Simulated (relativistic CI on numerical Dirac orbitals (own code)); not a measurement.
## The spin-orbit constant of Co6+ from its measured fine structure

Problem. The ground term 4F of Co6+ (3s2.3p6.3d3) has the measured levels J = 3/2: 0.0, J = 5/2: 698.0, J = 7/2: 1610.0, J = 9/2: 2723.0 cm⁻¹ (Sugar and Corliss, J. Phys. Chem. Ref. Data 10, 1097 (1981)). Test the interval rule and estimate ζ(3d).

Working.
1. In LS coupling E(J) − E(J − 1) = AJ. The intervals give A = 279.2 (J = 5/2), 260.6 (J = 7/2), 247.3 (J = 9/2) cm⁻¹.
2. These values spread by 12 % of their mean, from second-order spin-orbit mixing with other terms and from spin-spin terms.
3. The whole width divided by the sum of the upper J values gives a mean A = 259.3 cm⁻¹.
4. For the Hund term of a shell that is less than half full, A = +ζ/2S with 2S = 3, so ζ = 778 cm⁻¹.

Check. The value calculated from Dirac-Coulomb-Breit radial functions of this configuration is ζ = 790 cm⁻¹, 2 % above the estimate from measurement. The same recipe applied to the calculated levels returns 764 cm⁻¹, which shows the bias of the recipe itself. Where the interval rule fails, the estimate is only rough.
